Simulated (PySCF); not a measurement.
SeH at PBE0

Computed with PBE0; PySCF, spin-free X2C with a Gaussian nucleus, basis sets H x2c-TZVPPall, Se x2c-TZVPPall.

- state: ²Π (doublet), unpaired electrons π ↑
- bond length: 1.468 Å
- harmonic wavenumber: 2429 cm⁻¹
- force constant: 3.46 mdyn/Å
- rotational constant Be: 7.856 cm⁻¹
- anharmonicity ωexe: 37.6 cm⁻¹
- vibration–rotation constant αe: 0.206 cm⁻¹
- well depth De to H + Se: 3.33 eV
- dissociation energy D0: 3.18 eV
- bond order (Mayer): 1.03
- dipole moment (positive dipole means H(−)Se(+)): -0.53 D

Spin–orbit coupling is left out. The state was picked by a PBE0 search and need not be the measured ground state.
